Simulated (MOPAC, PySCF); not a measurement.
Precursor series Cd F-OH. Gas-phase values, no solvent. One relaxed conformer stands for each flexible species; it need not be the lowest.

Quantity: redistribution energy (mixed species minus the weighted end members), in kcal/mol. Semi-empirical values (MOPAC) are differences of heats of formation.

Level 1: PBE-D3(BJ)/def2-TZVP // r2SCAN-D4/def2-SVP (PySCF)
Level 2: PBE/6-31G* (LANL2DZ on Cd) // r2SCAN-D4/def2-SVP (PySCF)
Level 3: frozen-core MP2/6-31G* (LANL2DZ on Cd) // r2SCAN-D4/def2-SVP (PySCF)
Level 4: PM7 // r2SCAN-D4/def2-SVP (MOPAC)

| species | level 1 | level 2 | level 3 | level 4 |
|---|---|---|---|---|
| 1 of 2 F replaced by OH: [Cd(F)(OH)] | -0.64 | -0.70 | -0.65 | -1.41 |
